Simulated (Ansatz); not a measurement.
Worked example: KH + BH(CH3)(SH) → KSH + BH2(CH3)

Species: KH, singlet; BH(CH3)(SH), singlet; KSH `[SH][K]`, singlet; BH2(CH3), singlet. The partners trade H for SH: K–H and B–SH bonds give way to K–SH and B–H.

Shapes, held fixed at every level: PBE0-D4/def2-TZVP. Flexible molecules stand in one conformer, not always the lowest. Programs: Ansatz 0.2.0. The zero-point and thermal change to 298 K, harmonic and unscaled (PBE0-D4/def2-TZVP), is +5.9 kJ/mol.

At CCSD(T)/def2-TZVPP; 1 Eh = 2625.50 kJ/mol:

| species | energy (Eh) |
| --- | --- |
| KH | -599.887822 |
| BH(CH3)(SH) | -463.586853 |
| KSH | -997.707983 |
| BH2(CH3) | -65.797563 |

**Question.** Work out ΔH(298 K) of the reaction at this level.

**Answer.** 
1. Products less reactants: (-997.707983) + (-65.797563) − [(-599.887822) + (-463.586853)] = -0.030871 Eh = -81.1 kJ/mol.
2. With the thermal change: -81.1 + (+5.9) = -75.2 kJ/mol.

Other levels give -98.3 (HF/def2-TZVPP) to -43.1 kJ/mol (SPW92/def2-TZVPP). No measured value is set beside it here. Outer-core shells of K are correlated in most correlated rows, in sets that cover them unevenly.
